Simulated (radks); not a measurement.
The numbers below are computed, except where a source is named.
Problem. All-electron atom: Te XVI in [Kr] 4d1. Level of theory: Dirac Kohn-Sham, PBE, spin-unpolarised, spherical densities, point nucleus; open shells are shared between the two j in proportion to 2j + 1 (a radial shooting solver on a logarithmic mesh with Libxc functionals). Some entries of the table are withheld. Estimate them.

orbital  occ.  eigenvalue (hartree)  r(max) (bohr)
1s1/2       2             -1174.723        0.01793
2s1/2       2             -191.2967         0.1015
2p1/2       2                   (1)        0.07795
2p3/2       4                   (2)        0.08264
3s1/2       2             -48.16415         0.2920
3p1/2       2                   (3)         0.2782
3p3/2       4                   (4)         0.2887
3d3/2       4             -33.60110         0.2346
3d5/2       6             -33.19898         0.2376
4s1/2       2             -17.50810         0.6772
4p1/2       2             -15.81586         0.6889
4p3/2       4             -15.36579         0.7086
4d3/2     0.4             -12.55652         0.7279
4d5/2     0.6             -12.47109         0.7338

Solution. 
(1) 2p1/2 eigenvalue (hartree): -180.0781
(2) 2p3/2 eigenvalue (hartree): -169.9862
(3) 3p1/2 eigenvalue (hartree): -43.56648
(4) 3p3/2 eigenvalue (hartree): -41.66001
